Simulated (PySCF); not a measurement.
SMILES SBS (H3BS2), PBE0/def2-SVP optimised geometry.

```
6

B      0.08     0.12     0.00
H     -0.54     1.15     0.00
S      1.87     0.12     0.00
H      2.02     1.46     0.00
S     -0.77    -1.46     0.00
H     -2.02    -0.95     0.00
```

Density from PBE0/def2-TZVP in PySCF at that geometry.

Minimum of the electron density along straight lines between bonded atoms, close to the bond critical point (lines longer than 1.1 times the sum of covalent radii, or with two minima, are not listed):

```
bond   length / Å  ρ at the minimum / e bohr⁻³  ∇²ρ there / e bohr⁻⁵  position (fraction from the first atom)
-----  ----------  ---------------------------  --------------------  ---------------------------------------
B1–H2       1.203                            …                     …                                     0.44
B1–S3       1.794                        0.157                 -0.20                                     0.30
S3–H4       1.349                        0.214                 -0.62                                     0.65
B1–S5       1.794                        0.157                 -0.20                                     0.30
S5–H6       1.349                        0.214                 -0.62                                     0.65
```

What belongs in the gaps?


- B1–H2, ρ at the minimum / e bohr⁻³: 0.184
- B1–H2, ∇²ρ there / e bohr⁻⁵: -0.39
